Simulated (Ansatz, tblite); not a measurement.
Isomers of Pb$_{2}$S⁺ (doublet), found by a short tight-binding search and relaxed with PBE-D4/def2-TZVP in Ansatz.

In the def2 sets Pb takes a core potential; there is no spin–orbit coupling. The xTB rows come from tblite. B3LYP takes the VWN-RPA correlation. Correlated methods freeze 13 core orbitals; core or outer-core shells of Pb are correlated, in sets that lack core-valence functions.

Run but left out: MP2/def2-TZVPP (A: ⟨S²⟩ 0.97, where a pure state has 0.75).

A: At CCSD(T)/def2-TZVPP the charge 1 doublet is spin-contaminated (final ⟨S²⟩ up to 0.97, 0.75 for a pure state). At PBE-D4/def2-TZVP the gap within one spin of the charge 1 doublet nearly closes, so an electron or hole may be smeared out by delocalisation error.

Other spin states were run for one of them alone.

A:

| atom | x (Å) | y (Å) | z (Å) |
| --- | --- | --- | --- |
| Pb1 | 0.719 | -0.914 | -2.170 |
| Pb2 | -0.720 | 0.913 | 2.170 |
| S3 | 0.001 | 0.001 | 0.000 |

B:

```tsv
atom	x (Å)	y (Å)	z (Å)
Pb1	-0.1012	1.2076	-1.3330
Pb2	-1.0329	-0.7045	1.2969
S3	1.1341	-0.5031	0.0361
```

Question: Estimate their order by electronic energy at r2SCAN0-D4/def2-TZVP, counted from the lowest.

Answer: B (0.0) < A (49.0), in kJ/mol.

Question: Do the other levels pick the same lowest one?

Answer: Not GFN2-xTB. Energies above each level's lowest (kJ/mol):

| level | A | B |
| --- | --- | --- |
| GFN1-xTB | 18.3 | 0.0 |
| GFN2-xTB | 0.0 | 12.4 |
| HF/def2-TZVPP | 46.6 | 0.0 |
| PBE-D4/def2-TZVP | 41.8 | 0.0 |
| r2SCAN-D4/def2-TZVP | 43.2 | 0.0 |
| B3LYP-D4/def2-TZVP | 39.5 | 0.0 |
| PBE0-D4/def2-TZVP | 49.0 | 0.0 |
| r2SCAN0-D4/def2-TZVP | 49.0 | 0.0 |
| CCSD/def2-TZVPP | 56.6 | 0.0 |
| CCSD(T)/def2-TZVPP | 57.0 | 0.0 |
Point groups (tolerance 0.1 Å): A D∞h, B C2v. Lower isomers may exist.
